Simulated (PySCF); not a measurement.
All values below come from PBE-D3(BJ)/def2-TZVP // B3LYP-D3(BJ)/def2-TZVP (PySCF). All species are isolated molecules in the gas phase. Excitations are Tamm–Dancoff values on a coarser integration grid. The basis has no diffuse functions, so Rydberg states are missing or too high.

Reference species (SMILES): `[Br][Al]([Br])[Br]` (neutral, multiplicity 1).

```json
{
 "T1 excitation (TDA)": "4.80 eV",
 "S1 excitation (TDA)": "5.04 eV"
}
```

Changed species: `[CH3][Al]([CH3])[Br]` (2 of 3 Br replaced by CH3; the reference has 0 of 3 Br replaced by CH3).

Task: Predict the effect on the T1 excitation (TDA) and S1 excitation (TDA).

Result: the T1 excitation (TDA) stays essentially unchanged; the S1 excitation (TDA) decreases by 0.03 eV, to 5.01 eV.
